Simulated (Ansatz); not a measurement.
Input file for Ansatz (an electronic-structure program): U-CCSD(T)/cc-pV(T+d)Z on OH (SMILES [OH]). The basis file is the Basis Set Exchange's JSON of that set.

Ansatz 0.2 input:
```yaml
crystal:
  periodic: [false, false, false]
  atoms:
    - {symbol: O, position_ang: [0.00000000, -0.00000000, 0.48836012]}
    - {symbol: H, position_ang: [-0.00000000, 0.00000000, -0.48836012]}
basis:
  gaussian:
    orbitals: cc-pV_T+d_Z.json
magnetization: {spin_polarized: true, initial_magnetization: 1}
correlation: {method: ccsd_t, electrons: outside_noble_gas}
scf: {omitted_lower_state_checks: [cluster_reference]}
```

Problem. Predict the final total energy.

Solution. -75.6377 hartree (reference determinant -75.4190, T1 diagnostic 0.007).
